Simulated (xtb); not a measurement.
ISn (SMILES [Sn][I]), doublet, from a rough starting geometry (GFN-xTB shapes and energies of metal compounds can be far from the true ones) (the spin is typed, not shown lowest); GFN2-xTB (xtb).

The xtb input:
```
$ xtb mol.xyz --gfn 2 --uhf 1 --opt vtight --json

# file mol.xyz
2

Sn    -0.88534807    -0.69954022    -0.76019392
I      0.83998943     0.70489952     0.75016940
```

What the program printed (banner, timings and long lists left out):

```
   ID    Z sym.   atoms
    1   50 Sn     1
    2   53 I      2

           -------------------------------------------------
          |                Calculation Setup                |
           -------------------------------------------------

           -------------------------------------------------
          |                 G F N 2 - x T B                 |
           -------------------------------------------------

          ...................................................
          :                      SETUP                      :
          :.................................................:
          :  # basis functions                  20          :
          :  # atomic orbitals                  18          :
          :  # shells                            6          :
          :  # electrons                        11          :
          :  max. iterations                   250          :
          :  Hamiltonian                  GFN2-xTB          :
          :  restarted?                      false          :
          :  GBSA solvation                  false          :
          :  PC potential                    false          :
          :  electronic temp.          300.0000000     K    :
          :  accuracy                    1.0000000          :
          :  -> integral cutoff          0.2500000E+02      :
          :  -> integral neglect         0.1000000E-07      :
          :  -> SCF convergence          0.1000000E-05 Eh   :
          :  -> wf. convergence          0.1000000E-03 e    :
          :  Broyden damping             0.4000000          :
          :  net charge                          0          :
          :  unpaired electrons                  1          :
          ...................................................

 iter      E             dE          RMSdq      gap      omega  full diag
   1     -3.2676457 -0.326765E+01  0.562E+01    0.00       0.0  T
   2     -2.2272928  0.104035E+01  0.768E+01    0.00       1.0  T
   3     -5.7688246 -0.354153E+01  0.269E+01    0.00       1.0  T
   4     -5.8315204 -0.626958E-01  0.183E+01    0.00       1.0  T
   5     -5.9072640 -0.757435E-01  0.874E+00    0.00       1.0  T
   6     -5.9010766  0.618737E-02  0.116E+01    0.00       1.0  T
   7     -5.8835378  0.175388E-01  0.108E+01    0.00       1.0  T
   8     -5.9488671 -0.653294E-01  0.256E+01    0.00       1.0  T
   9     -5.9518399 -0.297276E-02  0.592E+00    0.00       1.0  T
  10     -5.9612831 -0.944319E-02  0.106E+00    0.00       1.0  T
  11     -5.9611823  0.100757E-03  0.287E+00    0.00       1.0  T
  12     -5.9616912 -0.508906E-03  0.172E+00    0.00       1.0  T
  13     -5.9616931 -0.185026E-05  0.927E-02    0.00       1.0  T
  14     -5.9616922  0.922125E-06  0.984E-02    0.00       1.0  T
  15     -5.9616932 -0.107245E-05  0.189E-02    0.00       3.7  T
  16     -5.9616933 -0.769688E-07  0.225E-02    0.00       3.1  T
  17     -5.9616934 -0.490693E-07  0.197E-03    0.00      36.0  T
  18     -5.9616934 -0.330825E-08  0.569E-04    0.00     124.3  T
  19     -5.9616934 -0.171623E-10  0.390E-04    0.00     181.5  T

   *** convergence criteria satisfied after 19 iterations ***

         :::::::::::::::::::::::::::::::::::::::::::::::::::::
         ::                     SUMMARY                     ::
         :::::::::::::::::::::::::::::::::::::::::::::::::::::
         :: total energy              -5.957326296372 Eh    ::
         :: gradient norm              0.006976841600 Eh/a0 ::
         :: HOMO-LUMO gap              0.000000000000 eV    ::
         ::.................................................::
         :: SCC energy                -5.961693361298 Eh    ::
         :: -> isotropic ES            0.000923010713 Eh    ::
         :: -> anisotropic ES          0.000892595837 Eh    ::
         :: -> anisotropic XC         -0.007016187630 Eh    ::
         :: -> dispersion             -0.001267740768 Eh    ::
[...]
 * total energy  :    -5.9573263 Eh     change       -0.4162004E-11 Eh
 * total energy  :    -5.9502897 Eh     change        0.7036560E-02 Eh
 * total energy  :    -5.9573121 Eh     change       -0.7022397E-02 Eh
 * total energy  :    -5.9573923 Eh     change       -0.8015024E-04 Eh
 * total energy  :    -5.9574238 Eh     change       -0.3149504E-04 Eh
 * total energy  :    -5.9574238 Eh     change       -0.6227213E-07 Eh
   *** GEOMETRY OPTIMIZATION CONVERGED AFTER 6 ITERATIONS ***
         :: total energy              -5.957423841219 Eh    ::
[...]
          |                Property Printout                |
           -------------------------------------------------

    * Orbital Energies and Occupations

         #    Occupation            Energy/Eh            Energy/eV
      -------------------------------------------------------------
         1        2.0000           -0.7910355             -21.5252
         2        2.0000           -0.7180080             -19.5380
         3        2.0000           -0.4263971             -11.6029
         4        2.0000           -0.4108572             -11.1800
         5        2.0000           -0.4108572             -11.1800
         6        0.5000           -0.2766707              -7.5286 (HOMO)
         7        0.5000           -0.2766707              -7.5286 (LUMO)
         8                         -0.1869683              -5.0877
         9                         -0.1194884              -3.2514
        10                         -0.1194884              -3.2514
        11                         -0.0597456              -1.6258
        12                         -0.0597456              -1.6258
        13                          0.0521358               1.4187
        14                          0.0521358               1.4187
        15                          0.0867453               2.3605
        16                          0.1391148               3.7855
        17                          0.1391148               3.7855
        18                          0.6342741              17.2595
      -------------------------------------------------------------
                  HL-Gap            0.0000000 Eh            0.0000 eV
             Fermi-level           -0.3102174 Eh           -8.4414 eV

     #   Z          covCN         q      C6AA      α(0)
     1  50 Sn       0.871     0.184   510.945    49.628
     2  53 I        0.871    -0.184   385.537    33.896

 Mol. C6AA /au·bohr⁶  :       1766.187464
 Mol. C8AA /au·bohr⁸  :     192920.183752
 Mol. α(0) /au        :         83.524046

Wiberg/Mayer (AO) data.
largest (>0.10) Wiberg bond orders for each atom

 ---------------------------------------------------------------------------
     #   Z sym  total        # sym  WBO       # sym  WBO       # sym  WBO
 ---------------------------------------------------------------------------
     1  50 Sn   1.334 --     2 I    1.334
     2  53 I    1.334 --     1 Sn   1.334
 ---------------------------------------------------------------------------

Topologies differ in total number of bonds
Writing topology from bond orders to xtbtopo.mol

molecular dipole:
                 x           y           z       tot (Debye)
 q only:       -0.606      -0.493      -0.531
   full:       -1.708      -1.391      -1.496       6.768
molecular quadrupole (traceless):
                xx          xy          yy          xz          yz          zz
 q only:        0.049       0.027      -0.036       0.043       0.003      -0.013
  q+dip:       -0.047      -0.721       0.043      -0.738      -0.690       0.005
   full:       -0.355      -2.035       0.280      -2.151      -1.840       0.075

           -------------------------------------------------
          |                Geometry Summary                 |
           -------------------------------------------------

      molecular mass/u    :      245.6145845
   center of mass at/Å    :        0.0063261       0.0262903       0.0203791
  moments of inertia/u·Å² :       -0.1788349E-13   0.4504264E+03   0.4504264E+03
rotational constants/cm⁻¹ :       -0.9426364E+15   0.3742594E-01   0.3742594E-01

optimized geometry written to: xtbopt.xyz

           -------------------------------------------------
          | TOTAL ENERGY               -5.957423841219 Eh   |
          | GRADIENT NORM               0.000088831974 Eh/α |
          | HOMO-LUMO GAP               0.000000006213 eV   |
           -------------------------------------------------

normal termination of xtb
```
